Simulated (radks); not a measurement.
The nuclear charge of the thallium ion Tl+ is varied continuously with 80 electrons held in [Hg]. Calculated with a radial shooting solver on a logarithmic mesh with Libxc functionals: scalar-relativistic Kohn-Sham, SCAN, spin-unpolarised, spherical densities, finite nucleus; meta-GGA in the generalised Kohn-Sham scheme; Fermi nuclear charge, rms radius 5.4759 fm. By the Hellmann-Feynman theorem dE/dZ = E(electron-nucleus)/Z, the electronic potential at the nucleus (averaged over a nucleus of fixed radius). The scalar-relativistic energy here is not variational (the density holds large components alone), so the two differ by a part that grows with Z.

Z     E (hartree)  E(electron-nucleus)/Z (hartree)  HOMO  e(HOMO) (eV)  <r> HOMO (bohr)
80.5  -19930.7385                         -616.863    6s       -11.857            2.500
80.6  -19993.0637                         -618.063    6s       -12.815            2.473
80.7  -20055.5120                         -619.264    6s       -13.790            2.447
80.8  -20118.0830                         -620.465    6s       -14.781            2.421
80.9  -20180.7770                         -621.667    6s       -15.790            2.397
81    -20243.5941                         -622.870    6s       -16.814            2.373
81.1  -20306.5345                         -624.073    6s       -17.854            2.350
81.2  -20369.5981                         -625.278    6s       -18.910            2.328
81.3  -20432.7851                         -626.483    6s       -19.982            2.306
81.4  -20496.0953                         -627.689    6s       -21.068            2.285
81.5  -20559.5291                         -628.896    6s       -22.170            2.265
81.6  -20623.0868                         -630.103    6s       -23.287            2.245
81.7  -20686.7682                         -631.312    6s       -24.418            2.226
81.8  -20750.5730                         -632.521    6s       -25.564            2.207
81.9  -20814.5023                         -633.731    6s       -26.724            2.189
82    -20878.5553                         -634.943    6s       -27.899            2.171

The central difference of E at Z = 81 is -628.787 hartree, to compare with the third column; the second derivative is -12.3 hartree.
